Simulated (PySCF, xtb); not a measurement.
C4H6OSi, SMILES C1CC([SiH2]C=1)=O.

GFN2-xTB in xtb at its own geometry gives an orbital gap of 2.42 eV and a dipole moment of 2.86 D.

Coordinates come from a r2SCAN-D4/def2-SVP optimisation. This is a generated structure with no PubChem entry under its InChIKey; it may be hypothetical. Other conformers were not sampled.

Task: What does PBE/def2-TZVP in PySCF give? (Estimate from the structure and the level; the computed values follow.)

Result: gap 2.74 eV (levels -5.31 and -2.56 eV), dipole 2.77 D.
